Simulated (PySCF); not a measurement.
C₂H₅O, doublet, geometry from GFN2-xTB, with bond 5-1 at 1.25 times its length; HF/def2-SVP (PySCF).

Here is a job for PySCF.
```python
from pyscf import gto, scf

mol = gto.Mole()
mol.atom = '''
    C    -1.22003785   -0.15018634    0.22165959
    C     0.18174770    0.29955908    0.36369331
    O     1.07789729   -0.19148884   -0.56006942
    H    -1.71996174   -0.14101452    1.18910887
    H    -1.94254993    0.65372380   -0.62409176
    H    -1.23390671   -1.15812005   -0.18589083
    H     0.41541138    1.23769409    0.84206121
    H     1.94306715    0.20417300   -0.42189986
'''
mol.basis = 'def2-svp'
mol.spin = 1
mol.verbose = 4
mol.build()

mf = scf.UHF(mol)
mf.kernel()
mo_i, mo_e, stable_i, stable_e = mf.stability(internal=True, external=True, return_status=True, nroots=6, tol=1e-6)
print('internally stable:', stable_i, ' externally stable:', stable_e)
if not stable_i:
    umf = mf.copy()
    umf.scf_summary = {}
    umf.kernel(umf.make_rdm1(mo_i, mf.mo_occ))
```

It wrote (shortened):

```
PySCF version 2.14.0

[INPUT] verbose = 4
[INPUT] num. atoms = 8
[INPUT] num. electrons = 25
[INPUT] charge = 0
[INPUT] spin (= nelec alpha-beta = 2S) = 1
[INPUT] symmetry False subgroup None
[INPUT] Mole.unit = angstrom
[INPUT] Symbol           X                Y                Z      unit          X                Y                Z       unit  Magmom
[INPUT]  1 C     -1.220037850000  -0.150186340000   0.221659590000 AA   -2.305537398103  -0.283811050251   0.418875917983 Bohr   0.0
[INPUT]  2 C      0.181747700000   0.299559080000   0.363693310000 AA    0.343453376770   0.566084619327   0.687280749237 Bohr   0.0
[INPUT]  3 O      1.077897290000  -0.191488840000  -0.560069420000 AA    2.036930668511  -0.361861463511  -1.058377814544 Bohr   0.0
[INPUT]  4 H     -1.719961740000  -0.141014520000   1.189108870000 AA   -3.250256633330  -0.266478822387   2.247090096591 Bohr   0.0
[INPUT]  5 H     -1.942549930000   0.653723800000  -0.624091760000 AA   -3.670887350993   1.235358943110  -1.179362502998 Bohr   0.0
[INPUT]  6 H     -1.233906710000  -1.158120050000  -0.185890830000 AA   -2.331745745163  -2.188529713868  -0.351282757768 Bohr   0.0
[INPUT]  7 H      0.415411380000   1.237694090000   0.842061210000 AA    0.785013737228   2.338902856093   1.591265067020 Bohr   0.0
[INPUT]  8 H      1.943067150000   0.204173000000  -0.421899860000 AA    3.671864755139   0.385831052031  -0.797275187392 Bohr   0.0

nuclear repulsion = 74.0297313505017
number of shells = 33
number of NR pGTOs = 107
number of NR cGTOs = 67
basis = def2-svp
ecp = {}

******** <class 'pyscf.scf.uhf.UHF'> ********
method = UHF
initial guess = minao
damping factor = 0
level_shift factor = 0
DIIS = <class 'pyscf.scf.diis.CDIIS'>
diis_start_cycle = 1
diis_space = 8
diis_damp = 0
SCF conv_tol = 1e-09
SCF conv_tol_grad = None
SCF max_cycles = 50
direct_scf = True
direct_scf_tol = 1e-13
number electrons alpha = 13  beta = 12
Set gradient conv threshold to 3.16228e-05
init E= -153.40263529985

cycle= 1 E= -153.24083243622  delta_E= 0.162  |g|= 0.343  |ddm|= 1.89
cycle= 2 E= -153.296930420221  delta_E= -0.0561  |g|= 0.17  |ddm|= 0.436
cycle= 3 E= -153.310132102928  delta_E= -0.0132  |g|= 0.0509  |ddm|= 0.161
cycle= 4 E= -153.312584759399  delta_E= -0.00245  |g|= 0.0157  |ddm|= 0.0835
cycle= 5 E= -153.312988031331  delta_E= -0.000403  |g|= 0.0076  |ddm|= 0.0379
cycle= 6 E= -153.313094232036  delta_E= -0.000106  |g|= 0.00327  |ddm|= 0.0199
cycle= 7 E= -153.31311375447  delta_E= -1.95e-05  |g|= 0.00153  |ddm|= 0.00818
cycle= 8 E= -153.313119555939  delta_E= -5.8e-06  |g|= 0.000664  |ddm|= 0.00502
cycle= 9 E= -153.313120905288  delta_E= -1.35e-06  |g|= 0.000371  |ddm|= 0.00242
cycle= 10 E= -153.313121341642  delta_E= -4.36e-07  |g|= 0.000227  |ddm|= 0.00124
cycle= 11 E= -153.313121545871  delta_E= -2.04e-07  |g|= 0.000104  |ddm|= 0.00104
cycle= 12 E= -153.31312159052  delta_E= -4.46e-08  |g|= 3.85e-05  |ddm|= 0.000563
cycle= 13 E= -153.313121595387  delta_E= -4.87e-09  |g|= 1.42e-05  |ddm|= 0.000195
cycle= 14 E= -153.313121595868  delta_E= -4.81e-10  |g|= 5.49e-06  |ddm|= 5.99e-05
Extra cycle  E= -153.3131215959  delta_E= -3.24e-11  |g|= 3.43e-06  |ddm|= 8.67e-06
converged SCF energy = -153.3131215959  <S^2> = 0.77266407  2S+1 = 2.0225371
uhf_internal: lowest eigs of H = [0.29000715 0.4512472  0.53098899 0.57660449 0.5966257  0.60639503]
<class 'pyscf.scf.uhf.UHF'> wavefunction is stable in the internal stability analysis
uhf_real2complex: lowest eigs of H = [0.23284772 0.27311974 0.29164809 0.31291931 0.33888251 0.34749508]
<class 'pyscf.scf.uhf.UHF'> wavefunction is stable in the real -> complex stability analysis
uhf_external: lowest eigs of H = [-3.86185587e-07  1.44280923e-01  2.25189368e-01  2.70586085e-01
  2.92155318e-01  2.93344645e-01]
<class 'pyscf.scf.uhf.UHF'> wavefunction is stable in the UHF/UKS -> GHF/GKS stability analysis
internally stable: True  externally stable: True
```
